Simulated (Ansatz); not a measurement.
Input file for Ansatz (a quantum-chemistry and plane-wave program): U-CCSD(T)/def2-SVPD on FHMg (SMILES [F][MgH]), a point of a bond scan (R = 1.513 Å).

Ansatz 0.2 input:
```yaml
crystal:
  periodic: [false, false, false]
  atoms:
    - {symbol: Mg, position_ang: [-0.00000000, -0.00000000, -0.64398300]}
    - {symbol: H, position_ang: [-0.00000000, -0.00000000, -2.15736596]}
    - {symbol: F, position_ang: [0.00000000, 0.00000000, 1.11703507]}
basis:
  gaussian:
    orbitals: def2-SVPD
correlation: {method: ccsd_t, electrons: outside_noble_gas}
scf: {omitted_lower_state_checks: [cluster_reference]}
magnetization: {spin_polarized: true, initial_magnetization: 0}
```

### Question
What total energy does the run end on?

### Answer
-299.7813 hartree (reference determinant -299.5271, T1 diagnostic 0.017).
